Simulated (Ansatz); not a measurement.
Problem. Name a neutral molecule of B, C, Cl, N, Si and H with HOMO–LUMO gap (B3LYP/def2-TZVPP) between 6.50 and 6.80 eV and size of the dipole moment (ωB97M-V/def2-TZVPP) between 2.60 and 2.90 D (Ansatz, PBE0-D4/def2-TZVP geometry).

Solution. `Cl[SiH2]C1BN1` (6.77 eV, 2.81 D). Other molecules can fit too; these were computed, each in one conformer that needn't be the lowest.

B3LYP here is the variant with VWN-RPA as its local correlation; programs differ in this.
